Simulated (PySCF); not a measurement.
cyclohexasilane (H12Si6), SMILES [SiH2]1[SiH2][SiH2][SiH2][SiH2][SiH2]1.

Geometry: B3LYP-D3(BJ)/def2-SVP.

Computed with ωB97X/def2-TZVP (PySCF).

Symmetry labels are those of the subgroup C2h that the program uses (full group D3d).

Computed valence orbital energies around the gap with their symmetry:
| orbital | symmetry | energy (eV) |
|---|---|---|
| HOMO−7 | Au | -12.22 |
| HOMO−6 | Bu | -12.22 |
| HOMO−5 | Ag | -11.43 |
| HOMO−4 | Au | -11.09 |
| HOMO−3 | Bu | -11.09 |
| HOMO−2 | Bg | -10.06 |
| HOMO−1 | Ag | -10.06 |
| HOMO | Au | -9.92 |
| LUMO | Ag | 1.14 |
| LUMO+1 | Bu | 1.43 |
| LUMO+2 | Bg | 1.70 |
| LUMO+3 | Ag | 1.70 |
